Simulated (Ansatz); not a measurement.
Program: Ansatz. Geometries: PBE0-D4/def2-TZVP. ΔE: electronic, gas phase. CCSD(T)/CBS adds triple-zeta CCSD(T) − MP2 to the extrapolated MP2 energy (def2 sets, frozen cores). This one scheme is used for every species. DFT in def2-TZVPP. B3LYP here is the variant with VWN-RPA as its local correlation; programs differ in this. Each species was taken in one conformer, which may not be the lowest.

Consider the ligand exchange at the Si–S bond: `C=C[SiH](S)Cl` + H–F → `C=C[SiH](F)Cl` + H₂S.

```
          level  ΔE (kJ/mol)
        BLYP-D4        -81.7
          B3LYP        -95.2
CCSD/def2-TZVPP        -87.6
  MP2/CBS(def2)        -71.4
```

Question: What does CCSD(T)/CBS give? (Estimate.)

Answer: The calculation gave: -78.4 kJ/mol. The listed levels differ from it by -3.3, -16.8, -9.2, 7.0 kJ/mol.

Largest T1 diagnostic among the species: 0.011.

In def2-TZVPP, CCSD(T) changes the Hartree–Fock value by +26.2 kJ/mol (the triples alone add +5.0 kJ/mol) and MP2 by +33.2 kJ/mol. From BLYP to BHLYP (50 % exact exchange), in def2-TZVPP and without D4, ΔE moves by −3.5 kJ/mol. The D4 term adds +11.5 kJ/mol with B3LYP and +6.3 kJ/mol with PBE0; it sums over pairs of atoms, weighted by their polarisabilities, and B3LYP, whose exchange is more repulsive, gets the larger term.

CCSD(T)/CBS has its own doubt, a few kJ/mol and more with outer-core shells, so smaller differences from it don't rank the levels.
